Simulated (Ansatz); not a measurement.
Program: Ansatz. Geometries: PBE0-D4/def2-TZVP. ΔE: electronic, gas phase. CCSD(T)/CBS adds triple-zeta CCSD(T) − MP2 to the extrapolated MP2 energy (def2 sets, frozen cores). Functionals use def2-TZVPP. Elements past krypton have def2 core potentials. For Br, Cd outer-core shells are correlated without core-valence functions, which leaves a few kJ/mol of doubt a bond. Scalar relativity is left out up to krypton. One conformer a species, not always the lowest.

Consider the cleavage of the Si–Al bond: `[CH3][Al]([OH])[SiH3]` + `[OH][Cd][Br]` → `[SiH3][O][Cd][Br]` + `[CH3][AlH][OH]`.

`[CH3][Al]([OH])[SiH3]`:

Z-matrix (Å, degrees):
```
C
Al 1 1.943
H 1 1.093 2 111.6
H 1 1.095 2 111.2 3 -120.8
H 1 1.095 2 111.1 3 120.7
O 2 1.702 1 117.0 3 -0.8
Si 2 2.461 1 124.3 3 179.3
H 6 0.956 2 122.9 1 180.0
H 7 1.493 2 111.5 1 61.2
H 7 1.493 2 111.6 1 -57.9
H 7 1.492 2 112.7 1 -178.4
```

`[OH][Cd][Br]`:

Cartesian coordinates in Å:
```
O -1.311 -0.250 -0.680
Cd 0.489 0.148 -0.003
Br 2.724 0.675 0.679
H -1.902 -0.574 0.004
```

`[SiH3][O][Cd][Br]`:

```xyz
7

Si    0.716   -1.032   -0.250
O     0.556    0.510    0.240
Cd   -0.932    1.761    0.464
Br   -2.666    3.372    0.775
H     2.153   -1.411   -0.196
H    -0.055   -1.974    0.616
H     0.228   -1.225   -1.648
```

`[CH3][AlH][OH]`:

```xyz
8

C    -0.730   -0.444    0.936
Al    0.505    0.449   -0.265
O     0.554   -0.080   -1.881
H    -0.194   -0.949    1.746
H    -1.335   -1.191    0.417
H    -1.408    0.272    1.411
H     1.470    1.635    0.167
H     1.138    0.308   -2.530
```

CCSD(T)/CBS gives -1.02 eV.

Another level gave -1.02 eV. Which?
A. BHLYP-D4/def2-TZVPP
B. B97M-V/def2-TZVPP
C. PBE0-D4/def2-TZVPP
D. PBE-QIDH/def2-TZVPP

D. PBE-QIDH -1.02, BHLYP-D4 -1.17, B97M-V -1.10, PBE0-D4 -0.84 eV.

Largest T1 diagnostic among the species: 0.014.

In def2-TZVPP, CCSD(T) changes the Hartree–Fock value by +0.32 eV (the triples alone add +0.04 eV) and MP2 by +0.23 eV. From r2SCAN to r2SCAN0 (25 % exact exchange), in def2-TZVPP and without D4, ΔE moves by −0.07 eV. Leaving LDA and LC-ωPBE aside and taking each functional with its dispersion term where it has one, the values, not all of them listed here, spread over 0.46 eV, from BHLYP-D4 to PBE-D4.
